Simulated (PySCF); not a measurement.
```xyz
3
charge 0 multiplicity 1, angstrom
Sn    0.0000    0.0000   -1.1880
N     0.0000    0.0000   -3.0103
I     0.0000    0.0000    1.4546
```

Computed with PBE0 in PySCF with Sn def2-TZVP with ECP28, N def2-TZVP, I def2-TZVP with ECP28; scalar-relativistic core potentials, no spin–orbit coupling; density-fitted integrals.

This geometry of ISnN is a stationary point at this level.

Problem. What is the point group?

Solution. C∞v.

Problem. Is it a minimum?

Solution. Yes: all harmonic wavenumbers are real.

Problem. List the harmonic modes with their infrared intensities.

Solution. 
```tsv
symmetry	ω (cm⁻¹)	IR (km/mol, summed over degenerate members)
π	77	23.5
σ+	203	10.9
σ+	878	12.2
```

Problem. What are the dipole moment and the gap between the highest occupied and lowest empty levels?

Solution. 4.13 D and 3.56 eV.

In C∞v the vibrations span π + 2σ+.

Other isomers or separated fragments may lie lower.
